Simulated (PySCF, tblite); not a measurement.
C6H13N.
Bonds: C1–C2, C2–N3, N3–C4, C4–C5, C5–C6, C6–C7, C5–C7. Hydrogens: H8, H9, H10 on C1; H11, H12 on C2; H13 on N3; H14, H15 on C4; H16 on C5; H17, H18 on C6; H19, H20 on C7.

Computed with GFN2-xTB (tblite), gas phase: nudged elastic band of 9 images (0 to 8), spring 0.2 eV/Å², climbing image at the end, force threshold 0.05 eV/Å. No saddle search or frequency run followed, so the top image need not be a first-order saddle, and its height can exceed the method's true barrier by a kcal/mol or more.

Path: rotation about C4–C5 (sp3 carbon bound to nitrogen, three-membered-ring carbon), followed by the dihedral N3–C4–C5–C7.

Image 0 (start, dihedral -157°):
```
atom  x, y, z in Å
C1      3.179    0.355    0.559
C2      1.980   -0.579    0.478
N3      0.815    0.137   -0.004
C4     -0.388   -0.674   -0.047
C5     -1.556    0.165   -0.502
C6     -2.336    0.960    0.501
C7     -2.955   -0.238   -0.152
H8      3.012    1.128    1.306
H9      3.335    0.834   -0.404
H10     4.073   -0.201    0.828
H11     1.805   -1.048    1.465
H12     2.186   -1.385   -0.235
H13     0.649    0.951    0.582
H14    -0.211   -1.486   -0.762
H15    -0.619   -1.135    0.931
H16    -1.395    0.618   -1.472
H17    -2.060    0.879    1.542
H18    -2.691    1.941    0.224
H19    -3.092   -1.127    0.446
H20    -3.735   -0.084   -0.881
```

Image 8 (end, +0.053 eV, dihedral -41°):
```
atom  x, y, z in Å
C1      2.780    0.280    1.216
C2      1.907   -0.518    0.258
N3      0.546   -0.019    0.278
C4     -0.353   -0.794   -0.551
C5     -1.767   -0.251   -0.559
C6     -2.029    1.214   -0.397
C7     -2.439    0.257    0.681
H8      2.436    0.157    2.241
H9      2.740    1.335    0.963
H10     3.811   -0.060    1.156
H11     1.961   -1.593    0.516
H12     2.283   -0.407   -0.765
H13     0.210   -0.019    1.237
H14     0.039   -0.755   -1.575
H15    -0.381   -1.862   -0.254
H16    -2.399   -0.790   -1.256
H17    -1.174    1.843   -0.207
H18    -2.796    1.675   -1.000
H19    -1.891    0.270    1.610
H20    -3.490    0.046    0.812
```

**Question.** What do the inner images look like?

**Answer.** 
Image 1: +0.016 eV, dihedral -143°
```
atom  x, y, z in Å
C1      3.117    0.383    0.659
C2      1.963   -0.584    0.441
N3      0.791    0.126   -0.034
C4     -0.383   -0.720   -0.154
C5     -1.582    0.101   -0.565
C6     -2.221    1.020    0.434
C7     -2.937   -0.217   -0.012
H8      2.892    1.071    1.471
H9      3.289    0.961   -0.245
H10     4.024   -0.162    0.909
H11     1.762   -1.139    1.377
H12     2.233   -1.319   -0.325
H13     0.580    0.889    0.604
H14    -0.171   -1.475   -0.919
H15    -0.604   -1.256    0.789
H16    -1.530    0.452   -1.587
H17    -1.819    1.046    1.436
H18    -2.590    1.975    0.093
H19    -3.023   -1.037    0.685
H20    -3.796   -0.106   -0.656
```

Image 2: +0.055 eV, dihedral -130°
```
atom  x, y, z in Å
C1      3.051    0.402    0.752
C2      1.953   -0.593    0.406
N3      0.765    0.109   -0.036
C4     -0.378   -0.761   -0.246
C5     -1.609    0.042   -0.605
C6     -2.128    1.081    0.346
C7     -2.900   -0.181    0.123
H8      2.770    0.994    1.621
H9      3.212    1.076   -0.085
H10     3.979   -0.118    0.973
H11     1.751   -1.243    1.280
H12     2.280   -1.240   -0.414
H13     0.519    0.811    0.657
H14    -0.130   -1.438   -1.071
H15    -0.583   -1.387    0.644
H16    -1.676    0.285   -1.658
H17    -1.626    1.214    1.293
H18    -2.517    1.999   -0.066
H19    -2.913   -0.914    0.917
H20    -3.825   -0.126   -0.429
```

Image 3: +0.111 eV, dihedral -116°
```
atom  x, y, z in Å
C1      2.991    0.406    0.839
C2      1.950   -0.604    0.375
N3      0.740    0.092   -0.016
C4     -0.371   -0.788   -0.328
C5     -1.637   -0.006   -0.628
C6     -2.069    1.141    0.241
C7     -2.844   -0.138    0.254
H8      2.663    0.894    1.755
H9      3.127    1.165    0.074
H10     3.943   -0.083    1.028
H11     1.765   -1.345    1.177
H12     2.321   -1.152   -0.498
H13     0.468    0.710    0.743
H14    -0.090   -1.367   -1.214
H15    -0.558   -1.512    0.489
H16    -1.828    0.119   -1.686
H17    -1.483    1.396    1.111
H18    -2.506    2.001   -0.243
H19    -2.763   -0.768    1.127
H20    -3.824   -0.151   -0.199
```

Image 4 (top): +0.152 eV, dihedral -101°
```
atom  x, y, z in Å
C1      2.936    0.399    0.917
C2      1.947   -0.611    0.351
N3      0.706    0.071    0.041
C4     -0.365   -0.802   -0.401
C5     -1.664   -0.048   -0.641
C6     -2.032    1.195    0.119
C7     -2.768   -0.081    0.376
H8      2.576    0.785    1.870
H9      3.037    1.232    0.226
H10     3.911   -0.055    1.073
H11     1.802   -1.439    1.072
H12     2.340   -1.046   -0.573
H13     0.405    0.565    0.875
H14    -0.043   -1.260   -1.342
H15    -0.539   -1.627    0.318
H16    -1.978   -0.056   -1.677
H17    -1.367    1.575    0.878
H18    -2.542    1.977   -0.423
H19    -2.579   -0.597    1.306
H20    -3.789   -0.165    0.038
```

Image 5: +0.144 eV, dihedral -86°
```
atom  x, y, z in Å
C1      2.886    0.391    0.984
C2      1.934   -0.607    0.338
N3      0.659    0.045    0.113
C4     -0.362   -0.809   -0.461
C5     -1.690   -0.089   -0.649
C6     -2.002    1.228   -0.001
C7     -2.681   -0.017    0.476
H8      2.513    0.686    1.964
H9      2.954    1.280    0.363
H10     3.878   -0.036    1.105
H11     1.840   -1.506    0.977
H12     2.331   -0.932   -0.629
H13     0.330    0.402    1.004
H14     0.002   -1.140   -1.439
H15    -0.524   -1.720    0.149
H16    -2.108   -0.226   -1.639
H17    -1.262    1.697    0.628
H18    -2.587    1.938   -0.566
H19    -2.389   -0.429    1.431
H20    -3.729   -0.147    0.256
```

Image 6: +0.100 eV, dihedral -70°
```
atom  x, y, z in Å
C1      2.827    0.378    1.061
C2      1.913   -0.592    0.323
N3      0.607    0.017    0.166
C4     -0.361   -0.813   -0.522
C5     -1.719   -0.141   -0.645
C6     -1.973    1.242   -0.126
C7     -2.574    0.060    0.570
H8      2.447    0.562    2.065
H9      2.859    1.324    0.528
H10     3.834   -0.021    1.139
H11     1.866   -1.554    0.867
H12     2.316   -0.798   -0.674
H13     0.252    0.250    1.088
H14     0.032   -1.012   -1.525
H15    -0.492   -1.795   -0.023
H16    -2.237   -0.412   -1.557
H17    -1.160    1.769    0.347
H18    -2.632    1.883   -0.691
H19    -2.172   -0.240    1.527
H20    -3.639   -0.097    0.486
```

Image 7: +0.065 eV, dihedral -55°
```
atom  x, y, z in Å
C1      2.767    0.346    1.149
C2      1.899   -0.569    0.296
N3      0.570   -0.003    0.187
C4     -0.359   -0.812   -0.574
C5     -1.747   -0.202   -0.616
C6     -1.966    1.235   -0.253
C7     -2.465    0.150    0.652
H8      2.385    0.390    2.167
H9      2.755    1.351    0.734
H10     3.792   -0.013    1.178
H11     1.888   -1.587    0.729
H12     2.317   -0.646   -0.713
H13     0.203    0.138    1.124
H14     0.029   -0.884   -1.597
H15    -0.434   -1.846   -0.179
H16    -2.353   -0.605   -1.419
H17    -1.104    1.803    0.054
H18    -2.692    1.804   -0.814
H19    -1.961   -0.017    1.593
H20    -3.530   -0.023    0.706
```

The largest changes of bonds and angles from start to top: C4–C5 1.509 → 1.522 Å, C6–C7 1.499 → 1.495 Å, C5–C7 1.497 → 1.501 Å, C5–C6 1.499 → 1.502 Å, C4–C5–C6 119.7 → 122.6°, N3–C4–C5 109.9 → 112.4°, C6–C5–H16 117.0 → 114.8°. GFN2-xTB torsional profiles can miss by a kcal/mol or more and can put conformers in the wrong order.

**Question.** What do single points at PBE0/pcSseg-1 (PySCF, no dispersion term) give on some images?

**Answer.** 
```tsv
image	GFN2-xTB E (eV)	DFT E (eV)	HOMO (eV)	LUMO (eV)	dipole (D)
0	0.000	0.000	-6.33	1.54	0.82
2	0.055	0.080	-6.29	1.44	0.82
4	0.152	0.233	-6.26	1.36	0.80
6	0.100	0.172	-6.34	1.37	0.83
8	0.053	0.057	-6.39	1.46	0.95
```

Energies count from image 0 at each level. At the GFN2-xTB top the DFT energy is 5.4 kcal/mol against 3.5; the geometries weren't optimised at the DFT level.

The cost below is that of the whole band run. Time: 3.2 s of wall time; peak memory 0.18 GiB. Hardware: one thread, Arm Neoverse V1 (aarch64), shared host.
